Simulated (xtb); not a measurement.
COS (SMILES O=C=S), singlet, from a rough starting geometry; xtb with GFN2-xTB.

Here is a job for xtb.
```
$ xtb mol.xyz --gfn 2 --opt vtight --json

# file mol.xyz
3

O     -0.02087681     0.04449688    -1.34102177
C     -0.02116228     0.03793824    -0.14167302
S     -0.02620286    -0.02702042     1.43250559
```

Output, abridged:

```
   ID    Z sym.   atoms
    1    8 O      1
    2    6 C      2
    3   16 S      3

           -------------------------------------------------
          |                Calculation Setup                |
           -------------------------------------------------

           -------------------------------------------------
          |                 G F N 2 - x T B                 |
           -------------------------------------------------

          ...................................................
          :                      SETUP                      :
          :.................................................:
          :  # basis functions                  18          :
          :  # atomic orbitals                  17          :
          :  # shells                            7          :
          :  # electrons                        16          :
          :  max. iterations                   250          :
          :  Hamiltonian                  GFN2-xTB          :
          :  restarted?                      false          :
          :  GBSA solvation                  false          :
          :  PC potential                    false          :
          :  electronic temp.          300.0000000     K    :
          :  accuracy                    1.0000000          :
          :  -> integral cutoff          0.2500000E+02      :
          :  -> integral neglect         0.1000000E-07      :
          :  -> SCF convergence          0.1000000E-05 Eh   :
          :  -> wf. convergence          0.1000000E-03 e    :
          :  Broyden damping             0.4000000          :
          :  net charge                          0          :
          :  unpaired electrons                  0          :
          ...................................................

 iter      E             dE          RMSdq      gap      omega  full diag
   1     -9.4963863 -0.949639E+01  0.832E+00    4.82       0.0  T
   2     -9.5088133 -0.124270E-01  0.418E+00    3.96       1.0  T
   3     -9.5157096 -0.689626E-02  0.363E+00    4.54       1.0  T
   4     -9.5258320 -0.101225E-01  0.203E-01    4.22       1.0  T
   5     -9.5258527 -0.206311E-04  0.981E-02    4.22       1.0  T
   6     -9.5258563 -0.359981E-05  0.425E-02    4.23       1.4  T
   7     -9.5258600 -0.370200E-05  0.136E-02    4.23       4.2  T
   8     -9.5258605 -0.476779E-06  0.114E-03    4.23      50.5  T
   9     -9.5258605  0.916106E-09  0.903E-04    4.23      63.9  T
[...]
         :: total energy              -9.448078503078 Eh    ::
 * total energy  :    -9.4480785 Eh     change       -0.5204726E-12 Eh
 * total energy  :    -9.4530913 Eh     change       -0.5012820E-02 Eh
 * total energy  :    -9.4532477 Eh     change       -0.1563563E-03 Eh
 * total energy  :    -9.4532712 Eh     change       -0.2356210E-04 Eh
 * total energy  :    -9.4532797 Eh     change       -0.8466330E-05 Eh
 * total energy  :    -9.4532906 Eh     change       -0.1084989E-04 Eh
 * total energy  :    -9.4532916 Eh     change       -0.1087456E-05 Eh
 * total energy  :    -9.4532917 Eh     change       -0.6446224E-07 Eh
 * total energy  :    -9.4532917 Eh     change       -0.1518213E-07 Eh
   *** GEOMETRY OPTIMIZATION CONVERGED AFTER 9 ITERATIONS ***
         :: total energy              -9.453291725205 Eh    ::
[...]
        13                         -0.0355049              -0.9661
        14                          0.0638901               1.7385
        15                          0.0638901               1.7385
        16                          0.5060195              13.7695
        17                          1.2533734              34.1060
      -------------------------------------------------------------
                  HL-Gap            0.1702842 Eh            4.6337 eV
             Fermi-level           -0.3629974 Eh           -9.8777 eV

     #   Z          covCN         q      C6AA      α(0)
     1   8 O        0.863    -0.195    17.976     5.685
     2   6 C        1.832     0.289    24.600     8.013
     3  16 S        0.984    -0.094   143.062    20.230

 Mol. C6AA /au·bohr⁶  :        443.846016
 Mol. C8AA /au·bohr⁸  :      16634.844533
 Mol. α(0) /au        :         33.927817

Wiberg/Mayer (AO) data.
largest (>0.10) Wiberg bond orders for each atom

 ---------------------------------------------------------------------------
     #   Z sym  total        # sym  WBO       # sym  WBO       # sym  WBO
 ---------------------------------------------------------------------------
     1   8 O    2.440 --     2 C    2.018     3 S    0.422
     2   6 C    3.940 --     1 O    2.018     3 S    1.922
     3  16 S    2.344 --     2 C    1.922     1 O    0.422
 ---------------------------------------------------------------------------

Topologies differ in total number of bonds
Writing topology from bond orders to xtbtopo.mol

molecular dipole:
                 x           y           z       tot (Debye)
 q only:       -0.000      -0.004       0.150
   full:       -0.000      -0.003       0.104       0.264
molecular quadrupole (traceless):
                xx          xy          yy          xz          yz          zz
 q only:        0.903       0.000       0.900      -0.004       0.080      -1.803
  q+dip:        1.219      -0.000       1.216       0.001       0.103      -2.435
   full:        1.688      -0.000       1.685       0.003       0.140      -3.373

optimized geometry written to: xtbopt.xyz

           -------------------------------------------------
          | TOTAL ENERGY               -9.453291725205 Eh   |
          | GRADIENT NORM               0.000003992086 Eh/α |
          | HOMO-LUMO GAP               4.633670276967 eV   |
           -------------------------------------------------

normal termination of xtb
```
